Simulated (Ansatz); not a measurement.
This geometry of C3H12BNO (18 atoms, charge 0, multiplicity 1) is a first-order saddle point.

Computed with RKS r2SCAN-D4/6-31G* (Ansatz 0.2.0).

```xyz
18
Properties=species:S:1:pos:R:3
B 0.088 0.421 -0.054
O -0.443 -0.151 1.450
H -1.383 -0.391 1.373
C 1.547 -0.177 -0.292
H 1.525 -1.262 -0.454
H 2.017 0.269 -1.182
H 2.223 0.006 0.558
C -1.050 0.131 -1.141
H -1.108 -0.941 -1.374
H -2.061 0.454 -0.846
H -0.828 0.642 -2.089
N 0.105 1.882 0.541
H 1.053 2.214 0.712
C -0.719 2.952 -0.017
H -1.766 2.632 -0.045
H -0.658 3.853 0.606
H -0.424 3.218 -1.043
H -0.365 0.996 1.530
```

Which two structures does it join? (They come from a converged band through this point; their orientation in space is the band's.)

Bonds broken: B1–O2, N12–H18. Bonds formed: O2–H18. C3H12BNO becomes C3H10BN + H2O.

Image 0:

```xyz
18
Properties=species:S:1:pos:R:3
B -0.018 0.282 0.018
O -0.569 -0.041 1.317
H -1.528 -0.134 1.239
C 1.458 -0.341 -0.185
H 1.385 -1.430 -0.314
H 1.992 0.041 -1.070
H 2.110 -0.182 0.690
C -1.029 0.126 -1.235
H -1.191 -0.941 -1.445
H -2.029 0.561 -1.067
H -0.646 0.563 -2.171
N 0.318 1.984 0.156
H 0.803 2.313 -0.681
C -0.850 2.834 0.457
H -1.362 2.380 1.309
H -0.563 3.864 0.697
H -1.519 2.831 -0.407
H 0.987 2.038 0.925
```

Image 6:

```xyz
18
Properties=species:S:1:pos:R:3
B 0.272 0.708 -0.561
O -0.620 -0.111 2.178
H -1.427 -0.315 1.683
C 1.610 -0.132 -0.578
H 1.505 -0.987 0.106
H 1.803 -0.558 -1.572
H 2.505 0.426 -0.269
C -1.058 0.106 -1.182
H -1.087 -0.985 -1.064
H -1.997 0.513 -0.786
H -1.072 0.293 -2.267
N 0.295 1.995 0.027
H 1.192 2.337 0.358
C -0.757 2.997 0.101
H -1.687 2.579 -0.291
H -0.936 3.324 1.135
H -0.508 3.885 -0.498
H -0.279 0.674 1.714
```

How far does it lie above each of them?

1.05 eV above the first and 0.51 eV above the second. This is the barrier of this one path; another mechanism may lie lower. The orbitals stay closed-shell, which can raise the energy where a bond breaks towards radicals; this wasn't checked here.

Run time: 4.7 min on 4 threads of Arm Neoverse V2 (shared host), peak memory 0.21 GiB.
